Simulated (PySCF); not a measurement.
## How methods differ on the excitation energy of Mn

Mn [Ar] 3d5 4s2 (6S) → Mn [Ar] 3d5 4s1 4p1 (8P), as a difference of total energies. Calculation: PySCF 2.14, in x2c-TZVPPall with one added diffuse shell each of s, p, d, f type (7s6p5d3f1g, 80 functions); the spin-free X2C one-electron Hamiltonian (Gaussian nucleus). Correlated levels: valence: [Ar] frozen; valence and next inner shell: [Ne] frozen. The calculations carry no spin-orbit coupling.

```csv
method,excitation energy (eV)
UHF,1.127
LDA,2.399
PBE,2.169
PBE0,2.020
r2SCAN,1.795
B2PLYP,2.452
M06,3.051
r2SCANh,1.810
PW91,2.168
MP2 (valence),1.939
SCS-MP2 (valence),2.269
MP2 (valence and next inner shell),2.039
SCS-MP2 (valence and next inner shell),2.265
```

Q: How much does correlation contribute at MP2 (valence and next inner shell)?

A: 2.039 − (1.127) = 0.912 eV, measured against UHF.

Errors of the correlated levels include the incompleteness of this basis and the frozen core.

For comparison: 2.303 eV (measured; NIST levels, between the centres of gravity of the two terms).
